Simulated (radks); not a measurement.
Problem. These are the eigenvalues of the occupied orbitals of an atom or ion with whole-number occupations (hartree). Calculated with a radial shooting solver on a logarithmic mesh with Libxc functionals: Dirac Kohn-Sham, PBE, spin-unpolarised, spherical densities, finite nucleus; Fermi nuclear charge, rms radius of each element as measured or else 0.836 A^(1/3) + 0.57 fm.

orbital  eigenvalue
1s1/2     -587.0906
2s1/2     -80.97538
2p1/2     -73.84264
2p3/2     -71.32927
3s1/2     -13.74211
3p1/2     -11.15308
3p3/2     -10.75789
3d3/2      -6.23133
3d5/2      -6.16095
4s1/2      -2.45479
4p1/2      -1.76956
4p3/2      -1.71794
4f5/2      -0.23223

Which element is it, and in what charge state? The configuration may be excited. Open shells, if any, fill j = l - 1/2 first.

Solution. Z = 38, strontium, charge +2: Sr2+ in [Ar] 3d9 4s2 4p6 4f1. The list shows which subshells hold electrons but not how many an open one holds; the 1s level, -587.09 hartree, gives Z - s = 34.3 by -(Z - s)^2/2, which with screening and relativity narrows Z to a few neighbours, and the depths of the outer levels then fix element, charge and occupations together.
